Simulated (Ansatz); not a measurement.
MoF6, SMILES [F][Mo]([F])([F])([F])([F])[F], multiplicity 1.

Geometry: B3LYP-D3(BJ)/def2-SVP. The spin state was assumed, not searched. The isomer is the one that the SMILES or the coordinates give; other isomers of the formula were not compared. The def2 effective core potentials stand for the cores of Mo; spin–orbit coupling is left out.

Two levels are set side by side: PBE/def2-TZVPD (Ansatz, an electronic-structure program) and CAM-B3LYP/def2-TZVPD (Ansatz). Energy differences of separate SCF runs at the same geometry; the states with an electron removed or added have multiplicity 2 and 2. Differences are taken from unrounded values.

```csv
quantity,CAM-B3LYP,PBE,PBE minus CAM-B3LYP
vertical ionisation energy (eV),15.47,13.87,-1.59
vertical electron affinity (eV),3.95,2.67,-1.27
vertical singlet–triplet gap (eV),4.64,4.46,-0.17
```
